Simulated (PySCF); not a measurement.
## C3H9B

C3H9B is a small molecule, neutral, singlet. The structure, one conformer, was relaxed in the gas phase by PBE0-D3(BJ)/def2-SVP. No frequency run checks that it is a minimum.

SMILES: CB(C)C

```xyz
13

C     1.233   -0.246    0.949
B    -0.003   -0.018    0.004
C    -1.302   -0.893    0.165
C     0.047    1.104   -1.100
H     2.160    0.261    0.642
H     1.438   -1.314    1.129
H     0.949    0.166    1.938
H    -1.229   -1.727    0.877
H    -1.631   -1.286   -0.813
H    -2.126   -0.231    0.493
H    -0.925    1.377   -1.538
H     0.565    2.014   -0.757
H     0.675    0.705   -1.921
```
Atoms count from 1 in this order.

Shieldings: GIAO PBE0/pcSseg-2. Shifts are against computed references at the same level: C TMS (σ 184.1 ppm), H TMS (σ 31.24 ppm). Core levels by delta-SCF with SCAN, pcX-2 on the ionised atom and pcseg-1 elsewhere, spin-free X2C; from the vacuum level, for chosen atoms.

Give the NMR and core-level values of the distinct atoms.


```
      atoms  bonded to  σ (ppm)  δ (ppm)  core level (eV)
         C1  1 B + 3 H    167.5     16.6        1s 289.93
         B2        3 C      8.7        -        1s 195.53
         C3  1 B + 3 H    168.4     15.7        1s 289.92
         C4  1 B + 3 H    167.9     16.3        1s 289.93
   H5 H6 H7        1 C    30.38     0.87                -
  H8 H9 H10        1 C    30.40     0.84                -
H11 H12 H13        1 C    30.42     0.82                -
```

Values are those of this one static structure, with the three H of a rotating XH3 group averaged; atoms that internal rotation interchanges would show their mean in an NMR spectrum.

By CAM-B3LYP/def2-SVPD (TDDFT singlets, Tamm-Dancoff triplets, ionisation by delta-SCF), where does absorption start, and what does vertical ionisation take?

The first singlet with intensity lies at 7.97 eV (f 0.062); what lies below it is dark. The lowest singlet lies at 6.59 eV (f 0.001), the strongest of the first 6 at 7.97 eV (f 0.062), the lowest triplet at 6.07 eV; vertical ionisation takes 10.85 eV.

The 3 runs behind this took 92 s in all, one thread each of Arm Neoverse V1 on a shared host, launched as `OMP_NUM_THREADS=1 python cluster_run.py task.json out`.
